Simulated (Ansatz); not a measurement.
Molecular dynamics of C3H10OSi

The input (input.yaml):

```yaml
crystal:
  periodic: [false, false, false]
  atoms:
    - { symbol: Si, position_ang: [-0.01545, -0.046441, -0.046644] }
    - { symbol: O, position_ang: [0.102238, -0.220745, 1.683517] }
    - { symbol: H, position_ang: [-0.675883, -0.29442, 2.259065] }
    - { symbol: C, position_ang: [1.790406, 0.047487, -0.61252] }
    - { symbol: H, position_ang: [2.327002, -0.860705, -0.320835] }
    - { symbol: H, position_ang: [1.857278, 0.156853, -1.700922] }
    - { symbol: H, position_ang: [2.290603, 0.901887, -0.145998] }
    - { symbol: C, position_ang: [-0.964618, 1.546605, -0.495203] }
    - { symbol: H, position_ang: [-2.003739, 1.508298, -0.148865] }
    - { symbol: H, position_ang: [-0.485401, 2.421884, -0.044394] }
    - { symbol: H, position_ang: [-0.978247, 1.685364, -1.583046] }
    - { symbol: C, position_ang: [-0.902573, -1.552238, -0.811659] }
    - { symbol: H, position_ang: [-1.939258, -1.62896, -0.464269] }
    - { symbol: H, position_ang: [-0.920226, -1.466034, -1.904953] }
    - { symbol: H, position_ang: [-0.383832, -2.480335, -0.549573] }
basis:
  gaussian: { orbitals: "6-31G" }
hamiltonian:
  xc: b3lyp
  dispersion: d4
md:
  timestep: 0.5
  n_steps: 245
  ensemble: nvt_langevin
  temperature: 2000.0
  initial_velocities: maxwell_boltzmann
  seed: 973543
  friction: 0.001
```

Launched with:

```bash
$ ansatz run input.yaml --threads 1 --pin off --max-ram 2048MiB --backend cpu --events-out ev --progress --plain --runs-dir out
```

It starts from a relaxed structure.

Output, in part (step lines, the closing report, with atoms numbered from 0):

```
md step     0: t =     0.00 fs  T =  1866.7 K  F+E_penalty+E_count = -13199.32815894 eV  E_kin = 3.619280 eV  (25 SCF iters)
[... lines left out ...]
Total energy: -13197.84654217 eV, -485.0119146029 hartree
Atom 0 at     0.156199    -0.131459    -0.003728 Å, force     0.163994    -1.669613     0.854261 eV/Å
Atom 1 at    -0.102158    -1.241548     1.417560 Å, force     1.113812     0.956563     0.032971 eV/Å
Atom 2 at     0.600806    -1.222174     2.142964 Å, force    -1.029930    -0.018498    -1.061971 eV/Å
Atom 3 at     1.921627    -0.584654    -0.774699 Å, force     0.600077    -1.617155     0.579816 eV/Å
Atom 4 at     1.864287    -0.533904    -1.862255 Å, force    -0.495749    -0.682521    -0.405018 eV/Å
Atom 5 at     2.807666     0.063378    -0.650830 Å, force    -0.401615     0.081433     0.985219 eV/Å
Atom 6 at     2.240406    -1.689806    -0.418187 Å, force    -0.805505     2.413957    -0.986520 eV/Å
Atom 7 at     0.260747     1.701033     0.451218 Å, force    -0.543465    -1.816034     5.293501 eV/Å
Atom 8 at    -0.507081     2.346257     0.962253 Å, force     0.480090    -1.085537    -0.672992 eV/Å
Atom 9 at     1.155196     1.594494     1.147185 Å, force    -0.732260     0.901831    -0.702905 eV/Å
Atom 10 at     0.542699     2.053377    -0.428832 Å, force     1.565052     2.582775    -4.025332 eV/Å
Atom 11 at    -1.193166    -0.702591    -1.183167 Å, force     2.702984    -2.112218    -1.928977 eV/Å
Atom 12 at    -2.138063    -0.678898    -0.865900 Å, force    -4.136037     1.260112     2.019301 eV/Å
Atom 13 at    -1.222503    -0.334012    -2.215038 Å, force     0.523323     0.308415     0.132836 eV/Å
Atom 14 at    -1.175344    -1.821550    -1.275413 Å, force     0.995229     0.496491    -0.114189 eV/Å
Dipole moment:     0.276024     0.292442    -0.154999 e Å
```

The steps, from the saved trajectory:

| time (fs) | T (K) | potential energy less start (eV) |
| --- | --- | --- |
| 0 | 1867 | 0.000 |
| 4 | 1297 | 1.196 |
| 8 | 787 | 2.136 |
| 12 | 1138 | 1.497 |
| 16 | 1065 | 1.618 |
| 20 | 954 | 1.835 |
| 24 | 1025 | 1.754 |
| 28 | 796 | 2.094 |
| 32 | 766 | 2.192 |
| 36 | 775 | 2.238 |
| 40 | 835 | 2.078 |
| 44 | 980 | 1.709 |
| 48 | 1099 | 1.462 |
| 52 | 1131 | 1.444 |
| 56 | 1158 | 1.422 |
| 60 | 1196 | 1.452 |
| 64 | 1248 | 1.441 |
| 68 | 1040 | 1.859 |
| 72 | 1126 | 1.705 |
| 76 | 1343 | 1.129 |
| 80 | 1014 | 1.967 |
| 84 | 769 | 2.463 |
| 88 | 978 | 2.144 |
| 92 | 888 | 2.232 |
| 96 | 1067 | 1.930 |
| 100 | 1108 | 1.806 |
| 104 | 964 | 2.123 |
| 108 | 1132 | 1.677 |
| 112 | 1195 | 1.525 |
| 116 | 978 | 1.979 |
| 120 | 1243 | 1.443 |

All steps were run. The mean temperature of the second half is 46 % below the set value. A run of 0.12 ps of so small a system gives no equilibrium averages. Limits of this set-up: no polarisation functions.

The same pairs are bonded in the first frame and the last. Pairs count as bonded within 1.25 times the sum of covalent radii (0.12 Å more for H–H).

Last frame:

```xyz
15
Properties=species:S:1:pos:R:3
Si 0.156 -0.132 -0.004
O -0.102 -1.242 1.418
H 0.601 -1.222 2.143
C 1.922 -0.585 -0.775
H 1.864 -0.534 -1.862
H 2.808 0.063 -0.651
H 2.240 -1.690 -0.418
C 0.261 1.701 0.451
H -0.507 2.346 0.962
H 1.155 1.595 1.147
H 0.543 2.053 -0.429
C -1.193 -0.703 -1.183
H -2.138 -0.679 -0.866
H -1.222 -0.334 -2.215
H -1.175 -1.822 -1.275
```

Run time: 21 min on 1 thread of Arm Neoverse V1 (shared host), peak memory 0.16 GiB.
